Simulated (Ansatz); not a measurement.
**Forces on a displaced structure**

CH₃Te (charge -1), closed shell, displaced at random from a GFN2-xTB minimum.

C1  (-0.193, -0.884, 0.121)
Te2  (1.241, 0.525, 0.178)
H3  (-1.142, -0.853, 0.777)
H4  (-0.504, -1.240, -0.759)
H5  (0.466, 2.477, -0.416)
(Å)

Program: Ansatz 0.2.0. Basis: def2-TZVPPD. Cores are frozen in the correlated methods. Filled d shells of the heavier atoms are correlated. Core potentials replace the inner electrons of the atoms past krypton. The def2 sets are not built for correlating such inner shells, so the correlated values are less sure here.

CCSD(T) forces from the calculation:
| atom | Fx | Fy | Fz (eV/Å) |
| --- | --- | --- | --- |
| C1 | -0.780 | 0.902 | 4.120 |
| Te2 | -0.822 | 1.174 | -0.253 |
| H3 | 1.710 | 0.285 | -0.382 |
| H4 | -0.691 | -1.281 | -3.779 |
| H5 | 0.583 | -1.080 | 0.294 |

Root-mean-square difference of the force components from those of CCSD(T): PBE0-D4 0.098; wB97M-V 0.146; r2SCAN-D4 0.024; PBE-D4 0.118; BHLYP-D4 0.186; HSE06-D4 0.093 eV/Å.

T1 diagnostic: at most 0.019. The restricted Hartree–Fock reference is unstable towards an unrestricted one here.

For scale, one of the runs: CCSD(T)/def2-TZVPPD forces, 147 basis functions (an equivalent command: `ansatz run in.yaml --threads 4`). Hardware: 4 CPU threads, shared host. Wall time 59 s; peak host memory 1.9 GiB.
